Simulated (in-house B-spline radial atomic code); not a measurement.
Configurations of Si6+, with energies counted from [He] 2s2 2p4. All numbers are computed (scalar-relativistic (X2C) Hartree-Fock with fractional occupations, spin-polarised, spherical fractional occupations; Fermi nucleus of rms radius 3.1224 fm) with a radial B-spline atomic code at the basis-set limit, not measured. Shells without spins written out take the highest spin.

Caution: exact exchange at fractional occupations of open shells leaves self-interaction of up to several eV.

Occupations are held fixed; configurations that lie above the ionisation limit could autoionise.

```
                                          configuration  E - E(ref) (eV)  highest orbital  its <r> (bohr)
             [He] 2s2 2p(1 up, 2 down) 3p(0 up, 1 down)           185.08          3p down           1.483
                                       [He] 2s1 2p4 3p1           197.18            3p up           1.477
                                       [He] 2s1 2p4 3d1           212.05            3d up           1.434
[He] 2s(0 up, 1 down) 2p(2 up, 2 down) 3p(0 up, 1 down)           229.02          3p down           1.489
```

Problem. Order these further configurations by energy, lowest first.
A. [He] 2s2 2p3 3d1
B. [He] 2s2 2p(0 up, 3 down) 3s(0 up, 1 down)
C. [He] 2s2 2p3 3p1
D. [He] 2s(1 up, 0 down) 2p(3 up, 2 down)
E. [He] 2s1 2p4 3s1

Solution. D (46.189 eV), B (126.28 eV), C (142.2 eV), A (157.35 eV), E (181.16 eV).
